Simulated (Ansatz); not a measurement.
Stepwise reaction of `O[B-]1(O)OC(C(F)(F)F)=CC(C(F)(F)F)=[O+]1` with hydrogen chloride, as a gas-phase model of exchange steps in deposition or etching. ΔE in kJ/mol.

Program: Ansatz. Geometries: PBE0-D4/def2-TZVP. ΔE: electronic, gas phase. CBS: MP2 limit from def2 TZ/QZ plus the TZ coupled-cluster correction, frozen cores. This one scheme is used for every species. DFT in def2-TZVPP. B3LYP here is the variant with VWN-RPA as its local correlation; programs differ in this. One conformer a species, not always the lowest.

```csv
step,reaction,PBE-D4,B3LYP-D4,ωB97M-V,CCSD(T)/CBS
1,`O[B-]1(O)OC(C(F)(F)F)=CC(C(F)(F)F)=[O+]1` + HCl → `O[B-]1(Cl)OC(C(F)(F)F)=CC(C(F)(F)F)=[O+]1` + H₂O,16.1,21.3,20.2,16.3
2,`O[B-]1(Cl)OC(C(F)(F)F)=CC(C(F)(F)F)=[O+]1` + HCl → `FC(F)(F)C1=CC(C(F)(F)F)=[O+][B-](Cl)(Cl)O1` + H₂O,29.9,36.6,36.9,30.9
```

(1) By hand: ΔE of the 2 steps together at CCSD(T)/CBS.

Results:

(1) (16.3) + (30.9) = 47.2 kJ/mol, or 23.6 kJ/mol a step.

In ΔE each step is higher than the one before. All are uphill at CCSD(T)/CBS. PBE-D4 differs from CCSD(T)/CBS by -1.0 to -0.2 kJ/mol a step. Isolated molecules leave out the surface, adducts and barriers. Largest T1 diagnostic: 0.015.
